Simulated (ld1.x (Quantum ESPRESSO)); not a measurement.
## Before and after: ultrasoft potential for Ga (Z = 31)

- Element: Ga
- Generator: ld1.x (Quantum ESPRESSO) 7.5
- Type: ultrasoft
- Functional: LDA (PZ)
- Relativity: scalar-relativistic
- Frozen core: [Ar] 3d10
- Valence charge: 3
- Reference configuration: 4s1 4p2
- Partial waves: 4s (bound): rcut 1.55, rcutus 2.00 bohr; 4s channel at 0.15 Ry: rcut 1.55, rcutus 2.00 bohr; 4p (bound): rcut 2.05, rcutus 2.30 bohr; 4p channel at 2.15 Ry: rcut 2.05, rcutus 2.30 bohr; 4d channel at 0.15 Ry: rcut 1.50, rcutus 1.85 bohr
- Local potential: all-electron potential smoothed inside 1.80 bohr (lloc = -2)
- Core correction: a·sin(br)/r model core inside 1.15 bohr
- Augmentation charge: PSQ, inside the norm-conserving radii

Change: core correction none.

Cutoffs: the cutoffs (Ry, on a coarse ladder) from which the occupation-weighted sum of valence levels, in a spherical-Bessel basis at the reference potential, stays within 10 and 1 mRy of its value at 400 Ry; they do not see the model core or the augmentation charge, which bear on the density cutoff. Errors are all-electron minus pseudo energies relative to the spin-unpolarised reference configuration.

Problem. What does the change do?

Solution. Both files are so soft that the ladder of cutoffs tells neither apart; of the 9 tests that both files solve, the error grows in 6 and shrinks in 2 by more than 15 % and 0.3 meV (median size 17.2 → 30.4 meV); neither file shows a bound ghost.

| quantity | base | changed |
| --- | --- | --- |
| cutoff, loose | 6 Ry | 6 Ry |
| cutoff, tight | 10 Ry | 10 Ry |
| bound ghosts | none | none |
| error for 4s2 4p1, meV [ΔE -6.61 eV] | -16 | +21 |
| error for 4s2 4p0, meV [ΔE -0.72 eV] | -4.4 | +32 |
| error for 4s1 4p0, meV [ΔE 20.78 eV] | -98 | +83 |
| error for 4s0 4p3, meV [ΔE 6.93 eV] | -17 | +30 |
| error for 4s2 4p1.3, meV [ΔE -7.19 eV] | -19 | +19 |
| error for 4s1 4p1, meV [ΔE 6.73 eV] | -11 | +6.9 |
| error for 4s2 4p0.5, meV [ΔE -4.49 eV] | -9.2 | +25 |
| error for 4s1 4p2 (spin-polarised), meV [ΔE -1.43 eV] | -29 | +561 |
| error for 4s2 4p1 (spin-polarised), meV [ΔE -6.75 eV] | -18 | +36 |
| s: phases at 2.52 bohr within 0.05 rad from the reference energy up to (Ry; the scan ends near 5) | 3.7 | 3.7 |
| p: phases at 2.52 bohr within 0.05 rad from the reference energy up to (Ry; the scan ends near 5) | 4.7 | 4.7 |
| d: phases at 2.52 bohr within 0.05 rad from the reference energy up to (Ry; the scan ends near 5) | 0.5 | 0.5 |
| lowest overlap eigenvalue by channel | s 0.41, p 0.65, d 1.00 | s 0.41, p 0.65, d 1.00 |
